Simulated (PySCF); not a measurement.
An unknown shows these calculated signals:

¹H NMR (300 MHz, computed): δ 4.75 (m, 2H), 4.57 (m, 1H), 4.34 (m, 1H), 3.87 (t, 3H), 3.64 (q, 2H), 1.64 (m, 2H), 1.61 (m, 2H).

¹³C{¹H} NMR (computed): δ 91.8 (CH2), 80.9 (C), 53.8 (CH2), 19.0 (CH2).

PySCF 2.14.0 with density-fitted response routines calculation with PBE0/pcSseg-1 with gauge-including orbitals and structure optimised with GFN2-xTB; isolated molecule, fast rotation and ring inversion assumed for equivalent nuclei, a single conformation, no relativistic terms.

Referencing at the same level of theory: ¹H, ¹³C vs TMS.

Which of these does the molecule contain: a Si–H bond, a C≡C triple bond, a Si–CH3 group, a nitrile?

Results:


- A Si–H bond: yes (δH 3.87 (t)).
- A C≡C triple bond: no.
- A Si–CH3 group: no.
- A nitrile: no.

The data belong to `C1(CF)(OC[SiH3])C[SiH2]C1`, C₅H₁₃FOSi₂; they needn't prove each group on their own.

Carbon signals by region: 3 at 50–100 ppm, 1 below 50 ppm.

Splittings by ¹⁹F in the carbon and heteronuclear signals aren't shown, as no couplings were computed. Shifts are as computed. Against solution values, carbons near 30 ppm lie about +3 ppm off and those near 130 ppm about +5 ppm. Of 1309 compounds with measured shifts, 239 miss one by over three times the rms of a fit or turn the order of signals round; such compounds aren't used in these exercises. No couplings were computed; multiplicities are counted from neighbouring protons, with m where these are inequivalent, close in shift, in a saturated or five-membered ring or joined by F or P, and br s for small geminal =CH2 splittings.
